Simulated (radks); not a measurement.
The nuclear charge of the germanium ion Ge+ is varied continuously with 31 electrons held in [Ar] 3d10 4s2 4p1. All-electron calculation, Dirac Kohn-Sham, PBE, spin-unpolarised, spherical densities, finite nucleus; open shells fill j = l - 1/2 first; Fermi nuclear charge, rms radius 4.0742 fm. Program: a radial shooting solver on a logarithmic mesh with Libxc functionals. By the Hellmann-Feynman theorem dE/dZ = E(electron-nucleus)/Z, the electronic potential at the nucleus (averaged over a nucleus of fixed radius).

Z = 31.5: E (hartree) -2020.50038; E(electron-nucleus)/Z (hartree) -154.643; HOMO 4p1/2; e(HOMO) (eV) -6.595; <r> HOMO (bohr) 2.853
Z = 32: E (hartree) -2098.65208; E(electron-nucleus)/Z (hartree) -157.962; HOMO 4p1/2; e(HOMO) (eV) -11.366; <r> HOMO (bohr) 2.531
Z = 32.5: E (hartree) -2178.46190; E(electron-nucleus)/Z (hartree) -161.276; HOMO 4p1/2; e(HOMO) (eV) -16.818; <r> HOMO (bohr) 2.303
Z = 33: E (hartree) -2259.92800; E(electron-nucleus)/Z (hartree) -164.588; HOMO 4p1/2; e(HOMO) (eV) -22.891; <r> HOMO (bohr) 2.127

The central difference of E at Z = 32 is -157.962 hartree, to compare with the third column; the second derivative is -6.63 hartree.
